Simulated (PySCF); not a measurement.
Compound: C₄H₃F₃ (charge +1 and doublet state).
Geometry (GFN2-xTB, Å), atoms numbered from 1 in this order:
```
atom  x, y, z in Å
C1     1.8614   -0.2356   -0.1925
C2     0.5922   -0.3750    0.2900
C3    -0.5055    0.3321   -0.2651
F4    -0.3157    1.1488   -1.2737
C5    -1.8223    0.2200    0.1985
F6    -2.1426   -0.5464    1.1813
F7    -2.8106    0.8598   -0.3053
H8     2.0884    0.4230   -1.0218
H9     2.6835   -0.7844    0.2446
H10    0.3800   -1.0376    1.1215
```

The hyperfine couplings belong to this conformer and change with its torsions.

The species is `[CH2][CH+]C(F)=C(F)F` [radical] (charge +1).

Computed with PySCF, UKS B3LYP, pcH-1 on C F H, non-relativistic, mean-field spin-orbit, GIAO. One conformer (not necessarily the lowest) at the GFN2-xTB geometry, without solvent, vibrations or thermal averaging. A GFN2-xTB geometry isn't a minimum of the functional, and hyperfine couplings can be far from their values at a DFT geometry, by a factor of two or more for some ions and for spin on atoms past the first row. Stability of the SCF solution: not tested.

Problem. What is the g tensor, term by term?

Solution. 
```tsv
Δg (ppm)	1	2	3
relativistic mass correction	-216	-216	-216
gauge correction	-3	50	45
orbital Zeeman/spin–orbit	-99	2159	3520
total	-319	1993	3349
```

So g = 2.00200, 2.00431, 2.00567 and g_iso = 2.00399; the tensor is rhombic: the two nearest values differ by 37 % of g3 − g1. Axes: g1 is normal to the molecular plane and g3 points within 1° of the C3–C5 bond.

Problem. What effective moment and Curie constant follow for a powder?

Solution. With the mean of g² = 4.0160 and S(S+1) = 0.75: μ_eff = √(⟨g²⟩S(S+1)) = 1.736 μB and χT = 0.12505·⟨g²⟩·S(S+1) = 0.377 cm³ K/mol (cgs; spin-Hamiltonian part alone).

Problem. How much does each term add to the isotropic shift?

Solution. The orbital-Zeeman/spin–orbit term 1860, the mass correction -216 and the gauge correction 31 ppm, for a total of 1674 ppm. The orbital-Zeeman/spin–orbit term is the largest in size. The mass correction is the same along every axis, so the anisotropy comes from the other two: their spans along these axes are 53 (gauge) and 3619 ppm (orbital Zeeman/spin–orbit).

Problem. What are the electron Larmor frequencies g μB B/h along the three axes at 3350 mT?

Solution. 93.8686, 93.9770, 94.0406 GHz for g1, g2 and g3, a range of 172.0 MHz.

Problem. In a frozen sample, at which fields do the three g values resonate at 9.5, 34, 94 and 263 GHz (hyperfine left aside), and which band first spreads them over more than twice a line width of 0.5 mT?

Solution. 
```json
{"band": "X", "GHz": "9.5", "B(g3) mT": "338.42", "B(g2) mT": "338.65", "B(g1) mT": "339.04", "spread mT": "0.62"}
{"band": "Q", "GHz": "34.0", "B(g3) mT": "1211.18", "B(g2) mT": "1212.00", "B(g1) mT": "1213.40", "spread mT": "2.22"}
{"band": "W", "GHz": "94.0", "B(g3) mT": "3348.55", "B(g2) mT": "3350.82", "B(g1) mT": "3354.69", "spread mT": "6.13"}
{"band": "J", "GHz": "263.0", "B(g3) mT": "9368.83", "B(g2) mT": "9375.16", "B(g1) mT": "9385.99", "spread mT": "17.16"}
```

The spread grows in proportion to the frequency. Q band is the first where it exceeds 1.0 mT.

Largest spin populations (Mulliken): C1 (+0.43), C5 (+0.32) and C3 (+0.17). Three atoms exceed +0.15.

The HOMO–LUMO gaps are 5.05 eV among the α and 3.93 eV among the β orbitals.

The run took 31 s of wall time (with the writing of density and orbital grids) on Arm Neoverse V2, one thread (shared host), and the process peaked at 0.80 GiB of memory.
